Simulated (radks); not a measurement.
The numbers below are computed, except where a source is named.
Isoelectronic series with 2 electrons, all held in the configuration [He], which need not be the ground one along the series. Level of theory: scalar-relativistic Kohn-Sham, LDA (Slater exchange, Perdew-Wang correlation), spin-polarised, spherical densities, point nucleus (a radial shooting solver on a logarithmic mesh with Libxc functionals). Total energies (hartree) and mean radii <r> (bohr):

ion	E (hartree)	1s
He	-2.83459	0.9593
Be2+	-13.44656	0.4207
C4+	-32.05313	0.2694
O6+	-58.67504	0.1981
Ne8+	-93.33241	0.1566
Mg10+	-136.04909	0.1294
Si12+	-186.85368	0.1102
S14+	-245.77988	0.09596
Ar16+	-312.86680	0.08493
Ca18+	-388.15910	0.07615
Ti20+	-471.70718	0.06898
